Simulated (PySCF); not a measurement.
## Pt3 at several levels of theory

Computed with PySCF 2.14.0 (density fitting, no spin-orbit coupling) at the geometry relaxed with BP86:

```xyz
3
Pt3 (triplet)
Pt    1.4574    0.0000    0.0000
Pt   -0.7287    1.2622    0.0000
Pt   -0.7287   -1.2622    0.0000
```

```csv
level,basis,state,HOMO (eV),gap (eV),charge on Pt1 (e),dipole about the centre of mass (D),largest force component (eV/Å)
BP86,Pt def2-SVP with ECP60,triplet,-5.09,0.14,0.00,0.00,0.02
TPSS,the same,triplet,-4.86,0.23,0.00,0.00,0.20
BP86,Pt def2-TZVP with ECP60,triplet,-5.06,0.14,0.00,0.00,0.37
```

HOMO and gap are taken over both spins. Charges are Mulliken's, which hang on the basis. The relaxation used the grid (50, 194), these runs (75, 302) or, all-electron (x2c bases, spin-free X2C Hamiltonian), (99, 590).

Task: A further run in the first row's basis gives HOMO (eV) -5.92, gap (eV) 1.96, charge on Pt1 (e) 0.00, dipole about the centre of mass (D) 0.00, largest force component (eV/Å) 0.40. Which level was it?
A. PBE0
B. HF
C. BLYP

Result: A. The others give HOMO -4.82 eV (BLYP); -7.25 eV (HF).

Open shells may have lower solutions than the one found.

A gap near or under zero over both spins lies within a partly filled shell and is no excitation energy.
